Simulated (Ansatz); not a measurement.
Geometry optimisation, Ansatz, RKS B3LYP-D4/6-31G*.

The input (input.yaml):

```yaml
crystal:
  periodic: [false, false, false]
  atoms:
    - { symbol: Al, position_ang: [0.0, 0.0, 0.0] }
    - { symbol: H, position_ang: [1.0658, 0.0, 1.4006] }
    - { symbol: O, position_ang: [1.9504, 0.0, 0.3409] }
    - { symbol: H, position_ang: [2.2503, -0.9519, 0.186] }
    - { symbol: O, position_ang: [-1.5415, 0.0, -0.89] }
    - { symbol: Si, position_ang: [-2.6907, -1.2238, -0.8267] }
    - { symbol: H, position_ang: [-2.2881, -2.2198, 0.162] }
    - { symbol: H, position_ang: [-3.9833, -0.6595, -0.4496] }
    - { symbol: H, position_ang: [-2.8007, -1.8572, -2.1376] }
basis:
  gaussian: { orbitals: "6-31G*" }
hamiltonian:
  xc: b3lyp
  dispersion: d4
relax:
  f_tol: 0.15
  max_steps: 25
  restrain:
    - { distance: [1, 2], at: 1.01, k: 30.0 }
    - { distance: [0, 1], at: 2.76, k: 30.0 }
    - { distance: [0, 2], at: 2.98, k: 30.0 }
```

Command:

```bash
$ ansatz run input.yaml --threads 1 --pin off --max-ram 2048MiB --backend cpu --events-out ev --progress --plain --runs-dir out
```

Where does it end, and by what steps?

It converged. The restraints hold the end off the free minimum. After 19 steps the energy has fallen by 2.021 eV (the restraints' own energy left out); Al1 moved furthest, 1.29 Å. Parted: Al1–O3 (1.98 → 2.97 Å). Joined: H2–O3 (1.38 → 0.99 Å).

```csv
step,energy less start (eV),largest force component (eV/Å),accepted
0,0.0000,1.030,yes
1,0.3132,3.020,yes
2,0.6847,8.972,yes
3,-0.4268,6.494,yes
4,-1.4167,1.286,yes
5,-1.6051,0.492,yes
6,-1.6797,0.810,yes
7,-1.7917,0.709,yes
8,-1.7618,2.270,no
9,-1.8209,0.680,yes
10,-1.8613,0.729,yes
11,-1.9188,0.774,yes
12,-1.9686,0.753,yes
13,-1.9418,1.615,no
14,-1.9868,0.730,yes
15,-1.9925,0.919,yes
16,-2.0137,0.567,yes
17,-1.9602,1.743,no
18,-2.0110,0.935,yes
19,-2.0210,0.672,yes
```

```xyz
9
Properties=species:S:1:pos:R:3
Al -0.621 1.038 0.434
H 2.027 0.306 0.751
O 1.943 -0.425 0.093
H 1.875 -1.230 0.630
O -1.660 -0.183 -0.199
Si -2.657 -1.327 -0.832
H -2.650 -2.556 0.010
H -4.058 -0.828 -0.894
H -2.236 -1.708 -2.207
```

Time of the run: 63 s on 1 thread of Arm Neoverse V2, with other jobs on the host, peak memory 0.17 GiB.
